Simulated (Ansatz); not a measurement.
C2H2, triplet, geometry from GFN2-xTB (a higher spin typed on purpose: for a closed-shell molecule this is an excited state). Base run: Ansatz (a first-principles code) with SVWN5/def2-SVP.

Ansatz was given this input:
Ansatz 0.2 input:
```yaml
crystal:
  periodic: [false, false, false]
  atoms:
    - {symbol: C, position_ang: [-0.59796120, 0.18407525, -0.20686836]}
    - {symbol: C, position_ang: [0.58609806, 0.05773809, 0.29562000]}
    - {symbol: H, position_ang: [-1.12454913, -0.60165515, -0.75859186]}
    - {symbol: H, position_ang: [1.19572795, -0.84922486, 0.22608202]}
basis:
  gaussian:
    orbitals: def2-SVP
hamiltonian:
  xc: {name: SVWN5}
magnetization: {spin_polarized: true, initial_magnetization: 2}
```

Variants of this job, named by their change:

```csv
change,ΔE vs base (mEh)
base,0.000
"final_grid = 4, 8, 17",-0.007
"point_charge = charge:0.5 position_ang:-2.6069, 1.9556, 2.5162",-3.705
nuclear_model = gaussian,0.006
"point_charge = charge:-1.0 position_ang:-1.9582, -0.8425, 3.7217",1.508
"final_grid = 6, 12, 29",0.000
lower_state_search = off,0.000
"point_charge = charge:1.0 position_ang:-4.2291, -0.0771, 0.7901",-3.689
fitting.mean_field = cc-pVTZ-JKFIT,-0.045
lower_state_search = full,0.000
forces = on,0.000
```
